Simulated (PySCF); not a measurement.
This PySCF input asks for the NMR shieldings of SMILES CC1=C([SiH3])CP(CP)C1, C6H14P2Si; the geometry comes from GFN2-xTB.

```python
import basis_set_exchange as bse
import numpy as np
from pyscf import gto, dft
from pyscf.prop import nmr

atoms = """
C    -1.595906   -0.827848    1.550021
C    -0.792528   -0.704122    0.300359
C    -0.784547    0.329562   -0.544775
Si   -1.814293    1.898521   -0.412844
C     0.101654    0.151273   -1.747337
P     1.242713   -1.275792   -1.384727
C     2.446378   -0.400457   -0.261531
P     1.766490    0.576757    1.176270
C     0.074152   -1.877974   -0.071178
H    -0.928549   -0.837351    2.413010
H    -2.152592   -1.764736    1.548315
H    -2.292592   -0.001498    1.655110
H    -1.259971    2.890648   -1.338390
H    -1.776738    2.438598    0.947098
H    -3.196517    1.597032   -0.799075
H    -0.498354   -0.094507   -2.631122
H     0.679148    1.047759   -1.989442
H     3.086823    0.236017   -0.880766
H     3.079114   -1.186955    0.169918
H     3.032696    1.057273    1.540033
H     1.488029    1.740820    0.461385
H     0.629697   -2.274252    0.784109
H    -0.539059   -2.691785   -0.474364
"""
names = dict.fromkeys(["C", "Si", "P", "H"], "pcSseg-1")
basis = {el: gto.basis.parse(bse.get_basis(n, elements=[el], fmt="nwchem")) for el, n in names.items()}
mol = gto.M(atom=atoms, basis=basis, charge=0, verbose=0)
mf = dft.RKS(mol, xc="PBE0")
mf.grids.level = 2
mf.grids.alignment = dft.numint.BLKSIZE   # the property module wants whole blocks of grid points
mf.conv_tol = 1e-9
mf.kernel()

calc = nmr.RKS(mf)   # GIAO
C = mf.mo_coeff
Co = C[:, mf.mo_occ > 0]
resp = mf.gen_response(singlet=True, hermi=2)
def vind(x):   # induced exchange potential for any number of trial vectors
    d = np.einsum("pi,xij,qj->xpq", C, 2 * x.reshape(-1, C.shape[1], Co.shape[1]), Co, optimize=True)
    return np.einsum("xpq,pi,qj->xij", resp(d - d.transpose(0, 2, 1)), C, Co, optimize=True).ravel()
mo1, _ = nmr.rhf.solve_mo1(calc, with_cphf=vind)
sigma = calc.kernel(mo1)
for i, s in enumerate(sigma):   # ppm
    print("%2d %-2s %9.2f" % (i, mol.atom_pure_symbol(i), np.trace(s) / 3))
```

Problem. Give the expected output.

Solution. 
```
 0 C     165.66
 1 C      22.57
 2 C      56.24
 3 Si    433.64
 4 C     142.37
 5 P     347.02
 6 C     169.96
 7 P     503.49
 8 C     142.44
 9 H      29.33
10 H      30.00
11 H      29.63
12 H      27.71
13 H      27.29
14 H      27.46
15 H      28.65
16 H      29.48
17 H      29.65
18 H      30.70
19 H      28.88
20 H      29.67
21 H      29.73
22 H      29.10
```

These numbers come from an equivalent density-fitted implementation of the same equations, which agrees with the script to about 0.01 ppm for H and up to a few tenths of a ppm for heavy atoms, so last digits may differ.

Size and cost of the density-fitted run: 244 basis functions, about 2.7 core-minutes.
